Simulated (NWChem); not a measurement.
C$_{2}$H$_{3}$BCl$_{2}$; SMILES C=CB(Cl)Cl

```xyz
8

B     -0.1104    -0.1143     0.0007
Cl    -0.4213    -1.8412    -0.0005
Cl     1.5629     0.4232     0.0002
C     -1.2875     0.8858     0.0018
C     -1.1219     2.2178    -0.0014
H     -2.3069     0.4825     0.0048
H     -1.9696     2.9107    -0.0011
H     -0.1210     2.6625    -0.0046
```
Atoms are numbered in this order, from 1.

Results from NWChem. Structure relaxed at the PBE0/def2-SVP level.

Task: What does the run give for PBE0/cc-pVTZ? Quantities: highest occupied level (eV); orbital gap (eV); dipole (D).

Result: 
```yaml
highest occupied level (eV): -8.51
orbital gap (eV): 6.32
dipole (D): 1.98
```
